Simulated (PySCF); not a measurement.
PySCF 2.14 output of an unrestricted PBE0 calculation on a single atom or ion in aug-cc-pVTZ-DK3 (8s7p5d2f, 68 functions), with scalar relativity by spin-free X2C-1e:

```
SCF conv_tol = 1e-09
number electrons alpha = 26  beta = 24
    C. Adamo and V. Barone.,  J. Chem. Phys. 110, 6158 (1999)
    M. Ernzerhof and G. E. Scuseria.,  J. Chem. Phys. 110, 5029 (1999)
cycle= 1 E= -6791.61983488216  delta_E= -0.00712  |g|= 0.0125  |ddm|= 0.87
cycle= 2 E= -6791.62181440244  delta_E= -0.00198  |g|= 0.0104  |ddm|= 0.303
cycle= 3 E= -6791.6242260035  delta_E= -0.00241  |g|= 0.0116  |ddm|= 0.317
cycle= 4 E= -6791.61862279586  delta_E= 0.0056  |g|= 0.0065  |ddm|= 0.937
cycle= 5 E= -6791.61869943105  delta_E= -7.66e-05  |g|= 0.00847  |ddm|= 0.423
cycle= 6 E= -6791.61874170626  delta_E= -4.23e-05  |g|= 0.00742  |ddm|= 0.0657
cycle= 7 E= -6791.61848408069  delta_E= 0.000258  |g|= 0.00351  |ddm|= 0.368
cycle= 8 E= -6791.61848943082  delta_E= -5.35e-06  |g|= 0.000365  |ddm|= 0.136
cycle= 9 E= -6791.6184875445  delta_E= 1.89e-06  |g|= 0.000159  |ddm|= 0.026
cycle= 10 E= -6791.61848740446  delta_E= 1.4e-07  |g|= 1.68e-05  |ddm|= 0.00561
cycle= 11 E= -6791.61848740295  delta_E= 1.51e-09  |g|= 1.19e-05  |ddm|= 0.000645
cycle= 12 E= -6791.61848740026  delta_E= 2.69e-09  |g|= 7.04e-06  |ddm|= 0.000556
cycle= 13 E= -6791.61848740005  delta_E= 2.09e-10  |g|= 9.62e-07  |ddm|= 0.000217
converged SCF energy = -6791.61848740005  <S^2> = 2.0019675  2S+1 = 3.0013114
```

The run itself started from symmetry-adapted Hartree-Fock orbitals and held the occupation by maximum overlap, on a logarithmic radial grid, so the iterations belong to that start.

Problem. Which element, charge and spin multiplicity is this?

Solution. Te²⁺ (tellurium, charge +2), multiplicity 3; the state was [Kr] 4d10 5s2 5p1 6s1, high-spin 3P determinant (an excited configuration).

The outer electron is Rydberg-like, and this basis confines it to a smaller radius and binds it less than a complete one would.
